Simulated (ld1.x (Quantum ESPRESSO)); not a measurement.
## How hard is this Nb PAW potential?

| Item | Value |
| --- | --- |
| Element | niobium (Nb) |
| Generator | ld1.x (Quantum ESPRESSO) 7.5 |
| Type | PAW |
| Functional | PBE |
| Relativity | scalar-relativistic |
| Frozen core | [Ar] 3d10 |
| Valence charge | 13 |
| Reference configuration | 4s2 4p6 4d4 5s1 5p0 |
| Partial waves | 4s (bound): rcut 1.85, rcutus 2.05 bohr; 5s (bound): rcut 1.85, rcutus 2.05 bohr; 4p (bound): rcut 1.75, rcutus 2.05 bohr; 5p (bound, empty): rcut 1.75, rcutus 2.05 bohr; 4d (bound): rcut 2.25, rcutus 2.40 bohr; 4d channel at 1.3 Ry: rcut 2.25, rcutus 2.40 bohr |
| Local potential | all-electron potential smoothed inside 2.10 bohr (lloc = -1) |
| Core correction | Bessel-smoothed model core inside 1.75 bohr |
| Augmentation charge | BESSEL, radius 1.85 bohr |

The pseudo-atom Hamiltonian at the reference potential is diagonalised in spherical Bessel functions j_l(qr) that vanish at 20 bohr, with q² up to the cutoff. All-electron valence levels (Ry): 4s -4.2918, 5s -0.2927, 4p -2.5372, 5p -0.0816, 4d -0.2235.

How do the lowest levels (Ry) of each channel move with the cutoff, and are there ghosts?

```tsv
cutoff (Ry)	s #1	s #2	p #1	p #2	d #1	d #2	f #1	f #2	Σ f·Δε (mRy)
8	-4.2584	-0.2573	-2.3842	-0.0578	-0.1732	0.0534	0.1018	0.2190	1221.2
10	-4.2812	-0.2670	-2.4666	-0.0626	-0.2018	0.0523	0.1018	0.2190	557.5
15	-4.2912	-0.2814	-2.5308	-0.0699	-0.2212	0.0515	0.1018	0.2190	60.5
18	-4.2915	-0.2889	-2.5355	-0.0726	-0.2232	0.0514	0.1018	0.2190	16.5
25	-4.2917	-0.2924	-2.5368	-0.0797	-0.2233	0.0513	0.1018	0.2190	4.3
30	-4.2918	-0.2925	-2.5370	-0.0813	-0.2234	0.0513	0.1018	0.2190	1.8
40	-4.2918	-0.2926	-2.5372	-0.0815	-0.2234	0.0513	0.1018	0.2190	0.5
45	-4.2919	-0.2927	-2.5372	-0.0815	-0.2235	0.0513	0.1018	0.2190	0.3
400	-4.2919	-0.2927	-2.5372	-0.0816	-0.2235	0.0513	0.1018	0.2190	0.0
```

Result: no extra level below or beside the all-electron valence levels (s, p, d, f tested); 10 mRy is reached at 21 Ry and 1 mRy at 35 Ry.
